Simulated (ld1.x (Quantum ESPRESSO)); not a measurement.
Reading a pseudo-wave (barium (Ba))

Columns: radius, all-electron u(r) and pseudo u(r) of the 5d shell (level -4.45 eV) of barium in the configuration [Kr] 4d10 5s2 5p6 5d0 6s1.5 6p0; PBEsol, scalar-relativistic, TM scheme, ld1.x (Quantum ESPRESSO) 7.5.

```
r (bohr)  all-electron  pseudo
   0.210        0.1388  0.0020
   0.420       -0.1489  0.0155
   0.630       -0.2466  0.0490
   0.840       -0.1341  0.1062
   1.050        0.0463  0.1845
   1.260        0.2187  0.2761
   1.470        0.3574  0.3698
   1.680        0.4581  0.4543
   1.890        0.5246  0.5209
   2.100        0.5633  0.5653
   2.310        0.5806  0.5876
   2.520        0.5824  0.5912
   2.730        0.5732  0.5811
   2.940        0.5567  0.5622
   3.150        0.5356  0.5387
   3.360        0.5119  0.5132
   3.570        0.4867  0.4871
   3.780        0.4610  0.4610
   3.990        0.4350  0.4350
   4.200        0.4092  0.4092
   4.410        0.3837  0.3837
   4.620        0.3586  0.3586
   4.830        0.3341  0.3341
   5.040        0.3104  0.3104
   5.250        0.2875  0.2875
   5.460        0.2655  0.2655
```

Problem. How many radial nodes do the two functions have?

Solution. The all-electron 5d function has n − l − 1 = 2; the pseudo-wave has 0, since the states of the same l below it are removed with the core.

Problem. At about which radius was the pseudo-wave matched?

Solution. 4.20 bohr. The columns agree to 0.0005 from 3.57 bohr on; several derivatives are matched, so the curves merge somewhat inside the radius.

Problem. Where does each function peak?

Solution. Outermost all-electron maximum near 2.52 bohr, pseudo maximum near 2.52 bohr (to the table’s step).

Problem. Is the pseudo-wave norm-conserving?

Solution. Yes: the TM scheme keeps the norm inside the radius equal to the all-electron one, which fixes the energy derivative of the logarithmic derivative at the level.
